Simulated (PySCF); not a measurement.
[TaF4]+: one run

[TaF4]+ (singlet). PySCF 2.14.0, RKS PBE0, Ta def2-SVP with ECP60, F def2-SVP; non-relativistic Hamiltonian with scalar-relativistic core potentials where named; density fitting; no spin-orbit coupling. Purpose: singlet excitations, Tamm-Dancoff PBE0.

```python
mol = gto.M(atom='''
Ta     0.00000    -0.00000    -0.00000
F      1.05110     1.05110     1.05110
F     -1.05110    -1.05110     1.05110
F      1.05110    -1.05110    -1.05110
F     -1.05110     1.05110    -1.05110''',
    basis={'Ta': 'def2-SVP', 'F': 'def2-SVP'},
    ecp={'Ta': 'def2-SVP'},
    charge=1, spin=0)
mf = dft.RKS(mol, xc='PBE0')
mf.grids.atom_grid = (50, 194)
mf = mf.density_fit()  # fitting sets: Ta def2-universal-JKFIT, F def2-universal-JKFIT
mf.conv_tol = 1e-08; mf.max_cycle = 55
mf.kernel(dm0)  # dm0: converged density of the relaxed state
td = mf.TDA(); td.nstates = 8; td.kernel()
```

Run from Python with OMP_NUM_THREADS=2; the lines above give its settings. Where DIIS fails, smearing, a level shift and second-order steps follow.
It took 13 s on 2 threads of Arm Neoverse V1, on a shared host, from an already converged density.

(1) Where do the frontier levels lie, over both spins?

(2) What are the Mulliken charges and spins?

(3) Which singlet excitations follow (Tamm-Dancoff, 8 states)?

The geometry was relaxed with B3LYP (Ta def2-SVP with ECP60, F def2-SVP).

## Answers

(1) HOMO -19.67 eV, LUMO -9.59 eV. 

(2) 
| atom | charge (e) | spin (e) |
| --- | --- | --- |
| Ta1 | 1.779 | 0.000 |
| F2 | -0.195 | 0.000 |
| F3 | -0.195 | 0.000 |
| F4 | -0.195 | 0.000 |
| F5 | -0.195 | 0.000 |

(3) 
| state | eV | oscillator strength |
| --- | --- | --- |
| 1 | 8.07 | 0.0000 |
| 2 | 8.07 | 0.0000 |
| 3 | 8.07 | 0.0000 |
| 4 | 8.18 | 0.0015 |
| 5 | 8.18 | 0.0015 |
| 6 | 8.18 | 0.0015 |
| 7 | 8.19 | 0.0000 |
| 8 | 8.19 | 0.0000 |
Functionals without range separation put charge-transfer states too low; the basis has no diffuse functions.
